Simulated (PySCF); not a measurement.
## Vertical excitation energies

C3H9ClSi2.
SMILES: `[SiH3]/C=C(/Cl)C[SiH3]`

Computed, not measured: PySCF, TDDFT wB97X-D/def2-SVPD, vertical, gas phase, core orbitals frozen in the response. Geometry: GFN2-xTB, one conformer, isolated molecule. Torsions of this conformer, `[SiH3:1]/[CH:2]=[C:3](/[Cl:4])[CH2:5][SiH3:6]`: C2–C3–C5–Si6 -101°.

| state | E (eV) | E (hartree) | f | \|μ\| (D) | main configurations (H = HOMO, L = LUMO) |
| --- | --- | --- | --- | --- | --- |
| S1 | 6.07 | 0.2230 | 0.374 | 4.03 | H→L (96%) |
| S2 | 6.53 | 0.2398 | 0.0026 | 0.32 | H→L+2 (64%), H→L+4 (17%) |
| S3 | 6.89 | 0.2531 | 0.0003 | 0.10 | H-1→L (78%), H→L+1 (9%) |
| S4 | 6.92 | 0.2544 | 0.0051 | 0.44 | H→L+1 (70%), H-1→L (11%) |
| S5 | 7.39 | 0.2714 | 0.019 | 0.83 | H-2→L (41%), H-3→L (40%) |
| S6 | 7.59 | 0.2789 | 0.0031 | 0.33 | H→L+4 (40%), H→L+5 (22%), H→L+6 (19%) |
| S7 | 7.78 | 0.2859 | 0.088 | 1.73 | H-2→L (48%), H-3→L (36%) |
| S8 | 7.85 | 0.2885 | 0.013 | 0.66 | H→L+3 (42%), H→L+5 (15%), H→L+7 (13%) |

Triplets (Tamm–Dancoff): T1 4.00 eV, H→L (89%); T2 6.15 eV, H→L+2 (63%), H→L+4 (16%); T3 6.58 eV, H-1→L (65%), H-3→L (18%).

The lowest singlet lies at 6.07 eV (204 nm, ultraviolet) and is strong; its leading configuration is HOMO→LUMO (96%). The lowest level is also the most intense of those listed (f = 0.374). Löwdin shares by element: HOMO carbon 62%, chlorine 19% (atoms not listed hold the other 19%); LUMO carbon 52% or more, silicon 14% or more, chlorine 8% (atoms not listed hold the other 26%). The listed states span 1.78 eV. Of the 8 states listed, 4 reach f = 0.01 and 1 stays under 0.0005. The oscillator strengths of these states sum to 0.505; summed over the whole spectrum of an exact calculation they would give the number of electrons, 72 (Thomas–Reiche–Kuhn). No computed singlet lies in the visible range (380 to 750 nm); the lowest, at 204 nm, stands 2.81 eV above its violet end (3.26 eV). The window holds the lowest 8 singlets.
